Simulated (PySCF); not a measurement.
Vertical excitations of a molecule C4H4Cl2 from TDDFT-M06-2X/def2-SVPD (PySCF), as energy in eV (oscillator strength): 4.88 (0.000), 5.16 (0.000), 6.09 (0.003), 6.79 (1.024), 6.93 (0.122), 6.97 (0.007), 7.14 (0.037), 7.22 (0.007), 7.25 (0.005), 7.33 (0.001). Lowest triplet (TDA): 4.27 eV. Geometry optimised at B3LYP-D3(BJ)/def2-SVP. Other conformers were not sampled.

Q: Which structure fits?
A. CC(Cl)=C=CCl
B. C#CCC(Cl)Cl
C. C=C=C(Cl)CCl
D. ClC1=C(Cl)CC1

A: A, CC(Cl)=C=CCl
